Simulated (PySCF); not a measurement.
Which determinant of TlSb⁻ lies lowest?

Unrestricted PBE0; PySCF, scalar-relativistic core potentials, basis sets Tl aug-cc-pVDZ-PP with ECP60, Sb aug-cc-pVDZ-PP with ECP28. Outer shells of the fragments: Tl 5d10 6s2 6p1; Sb− 4d10 5s2 5p4.

Followed along the bond (rough minima from three points):

```json
{"2Ms+1": "2", "unpaired": "π ↑", "⟨S²⟩ at the start": "0.77", "R at minimum (Å)": "2.83", "Te (eV)": "0.00"}
{"2Ms+1": "2", "unpaired": "σ ↑", "⟨S²⟩ at the start": "0.76", "R at minimum (Å)": "2.69", "Te (eV)": "0.18"}
```

Solutions found at the starting distance of 2.895 Å, counted from the lowest of them; the search is not exhaustive and high or unbound solutions are not listed, so other states can lie among these:

```csv
2Ms+1,unpaired,term,E (eV),⟨S²⟩,⟨Lz²⟩,μ (D)
2,π ↑,²Π,0.00,0.77,1.02,-4.74
2,σ ↑,²Σ⁺,0.31,0.76,0.00,-5.72
```

A term symbol is given only where ⟨S²⟩ and ⟨Lz²⟩ are close to those of a pure state; real π, δ and φ orbitals otherwise mix terms. A positive dipole points towards Sb; it is taken about the centre of mass and depends on that origin.

Compare the gap between the two lowest followed solutions at the starting distance with the gap between their minima.

At PBE0 the second solution (doublet, unpaired electrons σ ↑) lies +0.31 eV from the first (doublet, unpaired electrons π ↑) at 2.895 Å and +0.18 eV at the minima; the two curves relax by different amounts, since their minima lie near 2.69 and 2.83 Å.

Spin–orbit coupling is left out, which matters for elements this heavy, above all for dissociation energies.
